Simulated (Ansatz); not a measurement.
The Sn1–H3 bond of H5NSn (SMILES [NH2][SnH3]) is stretched (multiplicity 1, the rest rigid).
Geometry at rest (charge 0, multiplicity 1):
```
atom    x (Å)    y (Å)    z (Å)
----  -------  -------  -------
Sn    -0.2822   0.0278   0.0238
N      1.7430  -0.1435  -0.2375
H     -0.9860  -1.0254  -1.1231
H     -0.6513   1.6659  -0.2925
H     -0.8107  -0.3950   1.6067
H      2.0810  -1.0886  -0.0975
H      2.2736   0.4597   0.3804
```

Correlated levels freeze the cores. Filled d and f shells under p-block atoms count as core.

Programs: Ansatz (Gaussian basis) for Hartree–Fock, density functionals and correlated methods.  In def2 rows elements past Kr take small-core potentials, without spin–orbit coupling.

Energies above the point at 1.709 Å (the B3LYP-D3(BJ) bond length), FIC-MRCISD+Q on CASSCF(2,2)/def2-TZVPP (kcal/mol): 6.63 at 1.538 Å; 3.47 at 1.880 Å; 80.00 at 5.468 Å.

Q: Take the last value as the depth D of a Morse curve D(1 − e^(−a(R − R₀)))², fit a and R₀ to the two near points, and test it at 2.307 and 2.990 Å.

A: 
With D = 80.0, both near points (counted from the curve's value at 1.709 Å) are met by a = 1.42 Å⁻¹ and R₀ = 1.716 Å, so k = 2Da² = 324 kcal/(mol Å²). The curve then gives 25.9 and 56.1 kcal/mol; the level itself gives 27.3 and 61.6, so Morse is off by -1.4 and -5.6.

Ansatz is a quantum-chemistry and plane-wave program.
